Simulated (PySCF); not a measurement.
## How methods differ on the excitation energy of F²⁺

F²⁺ [He] 2s2 2p3 (4S) → F²⁺ [He] 2s1 2p4 (4P), as a difference of total energies. Calculation: PySCF 2.14, in aug-cc-pVTZ; the non-relativistic Hamiltonian (point nucleus). Correlated levels: valence: 1s2 frozen. The calculations carry no spin-orbit coupling.

| method | excitation energy (cm⁻¹) |
| --- | --- |
| UHF | 152200 |
| LDA | 145760 |
| PBE | 143440 |
| PBE0 | 146290 |
| r2SCAN | 143370 |
| wB97X-V | 149950 |
| r2SCAN0 | 145880 |
| M06-2X | 152800 |
| revPBE | 143070 |
| MP2 (valence) | 152530 |
| SCS-MP2 (valence) | 152600 |

A first-order spin-orbit estimate (lowest level to lowest level, LS coupling) adds -0.023 eV.
